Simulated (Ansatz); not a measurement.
Cost and result up the ladder for the cluster GaSb2 (the lowest doublet isomer of a short search) (3 atoms). Charge 0, multiplicity 2. Geometry: r2SCAN-D4/def2-TZVP.

| atom | x (Å) | y (Å) | z (Å) |
| --- | --- | --- | --- |
| Ga1 | 1.7393 | -0.1416 | 0.2221 |
| Sb2 | -0.6863 | 0.4188 | -1.3321 |
| Sb3 | -1.0530 | -0.2772 | 1.1100 |

Ansatz on 4 threads of Arm Neoverse V2 on a shared host. Times are rough, and most runs start from the orbitals of an earlier one. ωB97M-V/def2-TZVP serves as the yardstick here, not as an exact answer. Differences are given only for rows in sets of like size (and for xTB, whose basis is part of the method), since another set adds its own error. Binding counts from free atoms at the same level (Ga doublet, Sb quartet; other spins of the atoms weren't run), without zero-point energy or a counterpoise term.

In the def2 sets Sb takes a core potential; there is no spin–orbit coupling. B3LYP takes the VWN-RPA correlation. Correlated methods freeze 17 core orbitals; core or outer-core shells of Ga, Sb are correlated, in sets that lack core-valence functions. The rows differ in basis, and correlated rows in double-zeta sets carry the largest basis error. In CCSD on the charge 0 doublet the largest single amplitude is 0.26, so its Hartree–Fock determinant may place the open shell otherwise than the density functionals do. The structure comes from a short search, and lower isomers may exist.

Run but left out: HF/STO-3G, MP2/def2-TZVP (⟨S²⟩ 1.36 to 1.45, where a pure state has 0.75).

Correlated methods converge slowly with the basis, most of all in double-zeta sets.

```tsv
level	functions	wall time	binding energy per atom (eV)	difference from ωB97M-V/def2-TZVP (eV)	remarks
PBE-D4/def2-SVP	84	1.1 s	1.72	–	–
PBE-D4/def2-TZVP	148	2 s	1.75	0.32	–
PBE0-D4/def2-SVP	84	2 s	1.53	–	–
revPBE-D4/def2-TZVP	148	2.1 s	1.61	0.18	–
PBE-D4/def2-TZVPD	166	3.1 s	1.75	0.32	–
B3LYP-D4/def2-TZVP	148	4.2 s	1.63	0.20	–
RPA@PBE/def2-TZVP	148	4.7 s	1.43	0.00	–
CCSD(T)/def2-SVP	84	6.5 s	1.14	–	large T1 (0.048), spin-contaminated (⟨S²⟩ 1.35)
r2SCAN-D4/def2-TZVP	148	8 s	1.57	0.14	–
B97M-V/def2-TZVP	148	9 s	1.61	0.18	–
r2SCAN-D4/def2-TZVPD	166	10 s	1.57	0.14	–
PBE0-D4/def2-TZVPD	166	12 s	1.58	0.15	–
r2SCANh-D4/def2-TZVP (with forces)	148	18 s	1.52	0.09	–
ωB97M-V/def2-TZVP	148	37 s	1.43	0.00	–
```
